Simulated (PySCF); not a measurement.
**Re: ionisation energy**

Re [Xe] 4f14 5d5 6s2 (6S) → Re⁺ [Xe] 4f14 5d5 6s1 (7S), as a difference of total energies. All numbers are calculated (PySCF 2.14, scalar relativity through the core potential, in aug-cc-pwCVDZ-PP with ECP60MDF (6s6p5d3f, 70 functions)). Correlated levels: valence and next inner shell: nothing frozen outside the core potential. The calculations carry no spin-orbit coupling.

```csv
method,ionisation energy (eV),error (eV)
UHF,5.926,-1.908
MP2 (valence and next inner shell),7.465,-0.369
SCS-MP2 (valence and next inner shell),7.597,-0.237
CCSD (valence and next inner shell),7.416,-0.418
CCSD(T) (valence and next inner shell),7.557,-0.277
```

Reference: 7.834 eV (measured; NIST Atomic Spectra Database, ionization energies).

Errors of the correlated levels include the incompleteness of this basis.
